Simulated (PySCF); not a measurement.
# Simulated absorption spectrum

Species: C5H6F2O.
Bonds: C1–C2 (double), C2–C3 (double), C3–C4, C4–O5, O5–C6, C6–F7, C6–F8. Hydrogens: H9, H10 on C1; H11 on C3; H12, H13 on C4; H14 on C6.

Method: TDDFT wB97X-D/def2-SVPD, vertical, gas phase, core orbitals frozen in the response (PySCF 2.14.0, density-fitted response routines). Geometry: PBE0-D3(BJ)/def2-SVP, one conformer, isolated molecule. Torsions of this conformer, `[CH2:1]=[C:2]=[CH:3][CH2:4][O:5][CH:6]([F:7])[F:8]`: C2–C3–C4–O5 -124°, C3–C4–O5–C6 70°, C4–O5–C6–F7 70°.

Computed states:

```json
{"state": "S1", "E (eV)": "5.97", "f": "0.0001"}
{"state": "S2", "E (eV)": "6.20", "f": "0.0001"}
{"state": "S3", "E (eV)": "7.30", "f": "0.013"}
{"state": "S4", "E (eV)": "7.66", "f": "0.208"}
{"state": "S5", "E (eV)": "7.70", "f": "0.032"}
{"state": "S6", "E (eV)": "7.86", "f": "0.995"}
{"state": "S7", "E (eV)": "8.16", "f": "0.028"}
{"state": "S8", "E (eV)": "8.83", "f": "0.0031"}
{"state": "S9", "E (eV)": "8.84", "f": "0.0093"}
{"state": "S10", "E (eV)": "8.95", "f": "0.018"}
```

Broadening: Gaussians 0.4 eV wide at half height, area fixed by f = 4.319×10⁻⁹ ∫ε dν̃. The width is an assumption, not a result. The curve ends short of the highest state used, and states not computed would add to its high-energy end.

**Question.** Give the broadened spectrum and its maxima.

**Answer.** 
λ (nm), ε (L mol⁻¹ cm⁻¹) and a bar:
```
    148.5       2056 #
    150.9       9115 ####
    153.2      28182 ###########
    155.6      58654 #######################
    157.9      76272 ##############################
    160.3      66556 ##########################
    162.6      42157 #################
    165.0      20022 ########
    167.4       7818 ###
    169.7       2988 #
    172.1       1212 
    174.4        553 
    176.8        223 
    179.1         76 
    181.5         20 
    183.8          4 
    186.2          1 
    188.6          1 
    190.9          2 
    193.3          5 
    195.6          8 
    198.0         11 
    200.3         12 
    202.7         13 
    205.1         12 
    207.4         10 
    209.8          7 
    212.1          5 
    214.5          3 
    216.8          2 
    219.2          1 
    221.5          1 
    223.9          0 
    226.3          0 
    228.6          0 
    231.0          0
```

Maxima: 202 nm (6.14 eV), ε about 13, made up of S1 (25%) and S2 (75%); 158 nm (7.83 eV), ε about 77000, made up of S4 (11%) and S6 (87%) (ε in L mol⁻¹ cm⁻¹; maxima over ε = 5, shares over 10%).

**Question.** Coming from long wavelengths, where does ε first pass 100 L mol⁻¹ cm⁻¹?

**Answer.** At about 179 nm (6.94 eV), 0.98 eV above S1.

**Question.** On this curve, what absorbance would a 10⁻⁴ mol/L sample give at 193 nm over a 1 cm path?

**Answer.** 193 nm is 6.424 eV, where ε is about 4.3 L mol⁻¹ cm⁻¹, so A = ε c l ≈ 0.00043 (Beer–Lambert, with the gas-phase spectrum and the assumed width).

**Question.** What would ε be at 7.83 eV, the highest of these maxima, with half the width (0.2 eV)?

**Answer.** About 132000 L mol⁻¹ cm⁻¹ against 76600, a factor of about 1.7; a lone state at its own centre would give exactly 2.

The vertical ionisation energy (ΔSCF) is 10.17 eV, 1.23 eV above S10.
